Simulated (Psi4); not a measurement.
A dimer, CH2O ··· CH2O2 (SMILES C=O and O=CO); the first 4 atoms form monomer A.

```
9

C     -0.0058     0.0007     0.0002
O      1.1829    -0.1342    -0.0764
H     -0.6998    -0.8606    -0.0557
H     -0.4773     0.9941     0.1318
O     -3.4069    -0.0426     0.1947
C     -3.4797     1.2282    -0.2362
O     -4.3175     1.6592    -0.9742
H     -4.1482    -0.5317    -0.2001
H     -2.6535     1.8095     0.1921
```

### Question
What interaction energy does SAPT0/jun-cc-pVDZ, frozen core run with Psi4 give, and which attractive term is the largest?

### Answer
Total 0.39 kcal/mol: electrostatics 0.09, exchange 1.55, induction -0.29, dispersion -0.97. The most attractive term is dispersion.
